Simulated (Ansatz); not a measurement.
Mulliken charges of ClFS₂W, SMILES `[F][W](=[S])(=[S])[Cl]` from ωB97M-V/def2-TZVPP in Ansatz (PBE0-D4/def2-TZVP geometry).

```csv
atom,x (Å),y (Å),z (Å),charge (e)
F1,-0.639,-0.365,1.771,-0.277
W2,-0.018,-0.032,0.069,0.688
S3,1.953,-0.765,-0.109,-0.127
S4,-1.224,-1.060,-1.326,-0.127
Cl5,-0.022,2.149,-0.448,-0.156
```

Task: By hand: the dipole of these point charges (1 e Å = 4.8032 D).

Result: Σ q r = (0.075, -0.024, -0.191) e Å, of length 0.207 e Å = 0.99 D.

Task: How does the dipole of the full density compare? (Estimate.)

Result: The calculation gave: (-0.021, 0.146, 0.020) e Å, 0.71 D; the point charges give 1.39 times that, at 107° from its direction.

Point charges leave out the atoms' own dipoles, such as those of lone pairs, and Mulliken's split depends on the basis, so the two needn't agree.
